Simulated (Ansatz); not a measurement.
The lowest singlet and triplet of C4H4S (SMILES c1ccsc1); geometries from B3LYP-D3(BJ)/def2-TZVP, each state relaxed from the structure named, with no frequency check.
Singlet (charge 0, multiplicity 1):
| atom | x (Å) | y (Å) | z (Å) |
|---|---|---|---|
| C | 0.4640 | -1.2066 | 0.6623 |
| C | -0.9331 | -0.9928 | 0.5035 |
| C | -1.2141 | 0.1806 | -0.1352 |
| S | 0.2202 | 1.0323 | -0.5471 |
| C | 1.2119 | -0.1907 | 0.1406 |
| H | 0.8921 | -2.0749 | 1.1418 |
| H | -1.6928 | -1.6793 | 0.8480 |
| H | -2.1793 | 0.5889 | -0.3848 |
| H | 2.2848 | -0.0942 | 0.1226 |

A positive gap puts the triplet lower; no zero-point energy. R- takes a restricted singlet. The triplet is unrestricted in single-reference levels. Active spaces average the two states.

Correlated levels freeze the cores.

Codes used: Ansatz (a program for electronic structure). 

### Question
What is the computed gap E(singlet) − E(triplet), vertical, at the singlet's geometry (R-MP2/cc-pV(D+d)Z)?

### Answer
-111.0 kcal/mol

### Question
Give the gap E(singlet) − E(triplet), vertical, at the singlet's geometry at the level R-CCSD/cc-pV(D+d)Z.

### Answer
-91.9 kcal/mol

### Question
What is the computed gap E(singlet) − E(triplet), vertical, at the singlet's geometry (FIC-NEVPT4(SD) on SA-CASSCF(6,5)/cc-pV(T+d)Z)?

### Answer
-91.5 kcal/mol

Doubts at one or more of the structures used: a restricted determinant that unrestricted orbitals would lower (R-MP2/cc-pV(D+d)Z, R-CCSD/cc-pV(D+d)Z); a spin-contaminated determinant (R-MP2/cc-pV(D+d)Z, R-CCSD/cc-pV(D+d)Z).
